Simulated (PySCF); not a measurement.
Sn(OH)3 (H3O3Sn), SMILES [OH][Sn+]([OH])[OH], charge +1. The structure is a stationary point at PBE-D3(BJ)/def2-SVP. The multiplicity is an assumed one; other spin states were not compared. The isomer is the one that the SMILES or the coordinates give; other isomers of the formula were not compared. The def2 effective core potentials stand for the cores of Sn; spin–orbit coupling is left out. The values are those of a single conformer.

Computed equilibrium geometry at PBE-D3(BJ)/def2-SVP (PySCF confirms it by a frequency run) as a Z-matrix, and its point group (one conformer of several):
point group Cs.
```
Sn
O 1 1.9425
H 2 0.9861 1 112.65
O 1 1.9513 2 110.76 3 180.00
H 4 0.9853 1 114.07 2 180.00
O 1 1.9607 2 116.89 3 0.00
H 6 0.9856 1 114.43 2 180.00
```
Charge +1, spin multiplicity 1.
